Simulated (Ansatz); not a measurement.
Abridged output of a molecular run in Ansatz:

```
Functional definition: HF
1123 factors; integrals over basis functions are off by at most 1.2e-3 eV
mean field evaluation 1: about -80018.5575 eV, gradient 2.2e1 eV
mean field evaluation 2: about -80018.5938 eV, gradient 2.2e1 eV
mean field evaluation 4: about -80020.3067 eV, gradient 2.4e0 eV
mean field evaluation 8: about -80020.3285 eV, gradient 3.4e-4 eV
mean field -80020.32849947 eV, -2940.6928326287 hartree, gradient 2.8e-6 eV, S^2 0.000000; 0 other end points of the search recorded, 0 dependent functions left out
16 core orbitals not correlated: weight in the atoms' cores, before any rotation towards them, 1.000 or more for the frozen orbitals, at most 0.000 for the correlated occupied ones
reference -80020.32849947 eV, -2940.6928326287 hartree; 18, 18 occupied and 79, 79 virtual orbitals, 1123 factors
second order -16.99862352 eV of doubles, -0.00000000 eV of singles
cycle   1  -17.77466248 eV  change   -7.8e-1 eV  update   8.7e-2
cycle   2  -18.27438449 eV  change   -5.0e-1 eV  update   2.6e-2
cycle   3  -18.33388950 eV  change   -6.0e-2 eV  update   9.9e-3
cycle   4  -18.33096105 eV  change    2.9e-3 eV  update   2.6e-3
cycle   5  -18.33195939 eV  change   -1.0e-3 eV  update   8.2e-4
cycle   6  -18.33170931 eV  change    2.5e-4 eV  update   2.4e-4
cycle   7  -18.33165249 eV  change    5.7e-5 eV  update   6.9e-5
cycle   8  -18.33167016 eV  change   -1.8e-5 eV  update   2.6e-5
perturbative correction -0.49740204 eV, -0.0182791879 hartree
Total energy: -80039.15757167 eV, -2941.3847882694 hartree
```

Its atoms:

```xyz
11

C     0.394    0.734   -1.164
C     0.642   -0.057    0.102
Si   -0.909   -0.784    0.892
Br    1.471    1.087    1.467
H    -0.310    1.550   -0.992
H    -0.030    0.074   -1.928
H     1.319    1.160   -1.557
H     1.382   -0.841   -0.068
H    -1.562   -1.695   -0.090
H    -1.842    0.321    1.227
H    -0.553   -1.549    2.111
```

(1) Which basis set was used?
A. def2-TZVPPD
B. def2-SVP
C. def2-TZVPP
D. cc-pV(Q+d)Z

(2) Write the keys of the input that set method, charge and spin (a neutral closed shell needs none for the last two).

Results:

(1) B. It gives 113 functions.

(2) 
```yaml
correlation: {method: ccsd_t}
```
